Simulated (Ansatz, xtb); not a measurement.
**A geometry optimisation of BClF2HSi+ with r2SCAN-D4/def2-SVP**

The starting geometry of this gas-phase singlet was built from a drawn formula by distance geometry; its bonds are those of `[BH+][Si](F)(F)Cl`.

```csv
atom,x (Å),y (Å),z (Å)
B,-0.7020,-0.5605,1.2965
Cl,-2.9215,1.2190,-0.2973
F,-2.6664,-1.9208,-0.6024
F,-0.5670,-0.4745,-1.6327
Si,-1.7773,-0.5361,-0.4679
H,-0.7104,-0.9512,2.3811
```

Problem. Predict what becomes of its bonds when it is optimised with r2SCAN-D4/def2-SVP.

Solution. It rearranges to `F[Si+](F)BCl`. Contacts that open: Cl2–Si5 (2.10 → 3.18 Å). Contacts that close: B1–Cl2 (3.26 → 1.70 Å).

The energy falls by 1.88 eV over 22 steps:

```csv
step,E − E(last) (eV)
1,1.881
3,1.110
6,1.067
8,0.976
10,0.769
13,0.312
15,0.110
17,0.020
20,0.001
22,0.000
```

Final geometry (Å):

| atom | x (Å) | y (Å) | z (Å) |
| --- | --- | --- | --- |
| B | -1.4691 | -0.0775 | 1.1149 |
| Cl | -2.3870 | 1.3453 | 1.2072 |
| F | -2.6213 | -2.1242 | -1.0631 |
| F | -0.5361 | -0.7539 | -1.8735 |
| Si | -1.5305 | -1.0530 | -0.6914 |
| H | -0.8004 | -0.5609 | 1.9834 |

From the same start GFN2-xTB reaches the same bonding as this run.

No frequencies were run, so the end isn't proven a minimum. Run with Ansatz 0.2.0, 41 s on 1 thread of Intel(R) Xeon(R) 6975P-C (Granite Rapids), on a shared host.
